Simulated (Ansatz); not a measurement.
`O[SiH](F)S[SiH2]F` → 2 F• + 4 H• + O• + S• + 2 Si•  (atomization)

Computed with Ansatz on PBE0-D4/def2-TZVP structures; ΔE is electronic, products minus reactants. CCSD(T)/CBS adds triple-zeta CCSD(T) − MP2 to the extrapolated MP2 energy (def2 sets, frozen cores). This one scheme is used for every species, atoms too. For atomizations the MP2-based limit and the directly extrapolated one differ by several kJ/mol either way, and by 10 to 25 for some Ge, Se and Sn compounds, so smaller differences from it don't rank the levels. DFT in def2-TZVPP. No spin–orbit coupling; open shells (•) take unrestricted orbitals. Spin–orbit coupling would lower the free atoms: a little for F, O, S, Si. One conformer a species, not always the lowest.

`O[SiH](F)S[SiH2]F`:

Cartesian coordinates in Å:
```
O -0.713 1.437 -1.316
Si -0.742 1.321 0.299
F -1.943 0.379 0.755
S 1.065 0.504 1.098
Si 0.926 -1.428 0.242
F 0.668 -1.280 -1.340
H -0.338 0.709 -1.819
H -0.946 2.662 0.862
H -0.206 -2.212 0.771
H 2.230 -2.092 0.448
```

```tsv
species	PBE0 energy (Eh)
`O[SiH](F)S[SiH2]F`	-1254.24435
F•	-99.67617
H•	-0.50104
O•	-75.01860
S•	-397.97374
Si•	-289.24948
```

Q: Work out ΔE.

A: ΔE = 4 × (-0.50104) + 2 × (-99.67617) + 2 × (-289.24948) + (-75.01860) + (-397.97374) − (-1254.24435) = 1.39655 Eh = +3666.6 kJ/mol. CCSD(T)/CBS gives +3769.1 kJ/mol.

Largest T1 diagnostic among the species: 0.012.

The D4 term adds +47.2 kJ/mol with B3LYP and +24.7 kJ/mol with PBE0; it sums over pairs of atoms, weighted by their polarisabilities, and B3LYP, whose exchange is more repulsive, gets the larger term. In def2-TZVPP, CCSD(T) changes the Hartree–Fock value by +899.6 kJ/mol (the triples alone add +58.0 kJ/mol) and MP2 by +1009.3 kJ/mol; breaking electron pairs costs correlation energy, which Hartree–Fock lacks.

B3LYP here is the variant with VWN-RPA as its local correlation; programs differ in this.
